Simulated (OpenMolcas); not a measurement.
Computed levels of 4d⁴ in ions with 40 electrons, in cm-1 above ⁵D₀.

* Program: OpenMolcas
* Method: SS-RASPT2, IPEA 0.25 Eh, imaginary shift 0.1 Eh
* Basis: ANO-RCC-VTZP
* Scalar Hamiltonian: DKH2, point nucleus
* Spin-orbit coupling: RASSI with atomic mean-field integrals over the reference wave functions, term energies averaged over their components

Active space for each ion: 10 electrons in 8 orbitals (RAS1 4p, at most 2 holes; RAS2 4d); closed shells correlated by CASPT2: 4s.

```json
{"Level": "⁵D₁", "Tc3+": "358", "Rh5+": "702", "Ag7+": "1284"}
{"Level": "⁵D₂", "Tc3+": "978", "Rh5+": "1822", "Ag7+": "3130"}
{"Level": "⁵D₃", "Tc3+": "1770", "Rh5+": "3170", "Ag7+": "5200"}
{"Level": "⁵D₄", "Tc3+": "2680", "Rh5+": "4660", "Ag7+": "7370"}
{"Level": "³P₀(1)", "Tc3+": "15070", "Rh5+": "18900", "Ag7+": "22150"}
{"Level": "³H₄", "Tc3+": "16060", "Rh5+": "20190", "Ag7+": "24350"}
{"Level": "³H₅", "Tc3+": "16910", "Rh5+": "21860", "Ag7+": "27260"}
{"Level": "³P₁(1)", "Tc3+": "16930", "Rh5+": "22220", "Ag7+": "27370"}
{"Level": "³H₆", "Tc3+": "17630", "Rh5+": "23110", "Ag7+": "29160"}
```

Problem. Estimate ⁵D₄, ³P₀(1), ³H₄ for Pd6+ from its neighbours Rh5+ and Ag7+.

Solution. ⁵D₄ is fine structure, which grows about as the fourth power of a screened charge, so the fourth roots are averaged: ((4660^0.25 + 7370^0.25) / 2)^4 = 5899. The calculation gives 6080, so the estimate is off by -3.0 %.
³P₀(1) is another term, which grows about linearly with the charge: (18900 + 22150) / 2 = 20525. The calculation gives 20450, so the estimate is off by +0.4 %.
³H₄ is another term, which grows about linearly with the charge: (20190 + 24350) / 2 = 22270. The calculation gives 22110, so the estimate is off by +0.7 %.

Mixed levels, with the weight of the term that names them: Pd6+ ³H₄ (72 %), Ag7+ ³H₄ (69 %).

Term energies are means over components that CASPT2 splits; among the terms shown or strongly mixed into the levels shown the widest spread is 120 cm-1 (4d⁴ ³G, Tc3+). Active for correlation alone: 4p; no level in the range computed is led by a configuration that opens it, so any true level of that kind is missing. Only configurations of the active space appear.

A number in round brackets counts repeated terms of one configuration in the order of the reference energies.
